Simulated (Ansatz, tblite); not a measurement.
Cost and result up the ladder for the cluster As5⁺ (the lowest singlet isomer of a short search) (5 atoms). Charge 1, multiplicity 1. Geometry: PBE-D4/def2-SVP.

```xyz
5

As    0.759    1.576    0.310
As   -1.045    0.828   -1.176
As   -0.928   -0.164    1.210
As   -0.295   -1.493   -0.916
As    1.509   -0.747    0.572
```

Ansatz on 4 threads of Arm Neoverse V2 on a shared host; xTB runs through tblite on one thread. Times are rough, summed over both states, and most runs start from the orbitals of an earlier one. PBE0-D4/def2-TZVP serves as the yardstick here, not as an exact answer. Differences are given only for rows in sets of like size (and for xTB, whose basis is part of the method), since another set adds its own error. The other state is a quintet at its own geometry, which has other bonds, so the gap mixes isomer and spin.

The xTB rows come from tblite. The structure comes from a short search, and lower isomers may exist.

Run but left out: MP2/def2-TZVP (quintet: ⟨S²⟩ 6.20, where a pure state has 6.00).

xTB has no spin-polarisation term.

| level | functions | quintet − singlet (eV) | difference from PBE0-D4/def2-TZVP (eV) | remarks |
| --- | --- | --- | --- | --- |
| GFN1-xTB | 45 | 3.12 | 0.80 | – |
| GFN2-xTB | 45 | 3.07 | 0.75 | – |
| r2SCAN-D4/def2-TZVP | 240 | 2.25 | -0.07 | – |
| BLYP-D4/def2-TZVP | 240 | 2.36 | 0.04 | – |
| HF/STO-3G | 90 | 0.41 | – | spin-contaminated (⟨S²⟩ 6.16) (quintet) |
| LDA (SPW92)/def2-TZVP | 240 | 2.91 | 0.59 | – |
| PBE-D4/def2-TZVP | 240 | 2.47 | 0.16 | – |
| PBE0-D4/def2-TZVP (with forces) | 240 | 2.32 | 0.00 | – |

Task: Estimate how long each takes.

Result: GFN2-xTB 0.01 s; GFN1-xTB 0.011 s; HF/STO-3G 2.8 s; LDA (SPW92)/def2-TZVP 6 s; PBE-D4/def2-TZVP 11 s; BLYP-D4/def2-TZVP 12 s; r2SCAN-D4/def2-TZVP 30 s; PBE0-D4/def2-TZVP (with forces) 33 s. On shared hardware such times vary by a factor of up to 3.
